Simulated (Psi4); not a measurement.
Psi4 input (wB97X-D/6-31G*):

```
memory 1500 MB

molecule {
0 2
C    -0.09466700   -0.02898400   -0.78450900
O    -0.03410000   -0.01084200    0.48128200
H     0.84079700    0.26064100    0.85680100
symmetry c1
no_reorient
no_com
}

set {
  basis 6-31G*
  reference uks
  scf_type pk
  dft_radial_points 99
  dft_spherical_points 590
  e_convergence 1e-8
  d_convergence 1e-7
  maxiter 150
}

e = energy('wb97x-d')
print_out(f'\nFINAL {e:.10f} DIPOLE {variable("CURRENT DIPOLE")[0]:.6f} {variable("CURRENT DIPOLE")[1]:.6f} {variable("CURRENT DIPOLE")[2]:.6f}\n')
```

From the output:

```
              A
    DOCC [     7 ]
    SOCC [     1 ]
    NA   [     8 ]
    NB   [     7 ]

  @UKS Final Energy:  -113.73878066544221

   => Energetics <=

    Nuclear Repulsion Energy =             25.9792111156504717
    One-Electron Energy =                -205.8983111632666407
    Two-Electron Energy =                  76.0983102809401544
    DFT Exchange-Correlation Energy =      -9.9179569289377163
    Empirical Dispersion Energy =          -0.0000339698284871
    VV10 Nonlocal Energy =                  0.0000000000000000
    Total Energy =                       -113.7387806654422064

  UHF NO Occupations:
  HONO-2 :    6  A 1.9995363
  HONO-1 :    7  A 1.9990804
  HONO-0 :    8  A 1.0000000
  LUNO+0 :    9  A 0.0009196
  LUNO+1 :   10  A 0.0004637
  LUNO+2 :   11  A 0.0003312
  LUNO+3 :   12  A 0.0000645

Computation Completed

Properties will be evaluated at   0.000000,   0.000000,   0.000000 [a0]

Properties computed using the SCF density matrix

 Multipole Moments:

 ------------------------------------------------------------------------------------
     Multipole            Electronic (a.u.)      Nuclear  (a.u.)        Total (a.u.)
 ------------------------------------------------------------------------------------

 L = 1.  Multiply by 2.5417464519 to convert [e a0] to [Debye]
 Dipole X            :          0.6823735           -0.0000094            0.6823641
 Dipole Y            :          0.2114589            0.0000019            0.2114608
 Dipole Z            :          0.8227590            0.0000057            0.8227647
 Magnitude           :                                                    1.0896229

 ------------------------------------------------------------------------------------

FINAL -113.7387806654 DIPOLE 0.682364 0.211461 0.822765

*** Psi4 exiting successfully. Buy a developer a beer!
```

The geometry given is a B3LYP-D3(BJ)/def2-TZVP minimum.
